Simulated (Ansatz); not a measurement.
ZnHF (SMILES [F][ZnH]), singlet: a trajectory.

in.yaml

```yaml
crystal:
  periodic: [false, false, false]
  atoms:
    - {symbol: F, position_ang: [-1.269770, 0.743230, -0.610620]}
    - {symbol: Zn, position_ang: [0.059230, -0.032330, 0.028750]}
    - {symbol: H, position_ang: [1.210540, -0.710900, 0.581870]}
basis:
  gaussian: {orbitals: def2-SVP}
hamiltonian: {xc: pbe0, dispersion: d4}
md: {n_steps: 30, timestep: 0.75, temperature: 300, ensemble: nose, seed: 348, initial_velocities: maxwell_boltzmann}
```

Run by:

```bash
ansatz run in.yaml --threads 2 --pin off --events-out ev --progress --plain --max-ram 3481MiB
```

What Ansatz 0.2.0 printed:

```
Error: YAML parse error: error: line 10 column 63: unknown variant `nose`, expected one of nve, nve_milne, nvt_langevin, nvt_nose_hoover, npt_langevin
  --> <input>:10:63
   |
 8 |   gaussian: {orbitals: def2-SVP}
 9 | hamiltonian: {xc: pbe0, dispersion: d4}
10 | md: {n_steps: 30, timestep: 0.75, temperature: 300, ensemble: nose, seed: 348, initial_velocities: maxwell_boltzmann}
   |                                                               ^ unknown variant `nose`, expected one of nve, nve_milne, nvt_langevin, nvt_nose_hoover, npt_langevin
```

The run took about 0.05 s on 2 CPU threads of an AMD EPYC (shared host).


The program refused the input. The ensemble's name is not one that the program knows.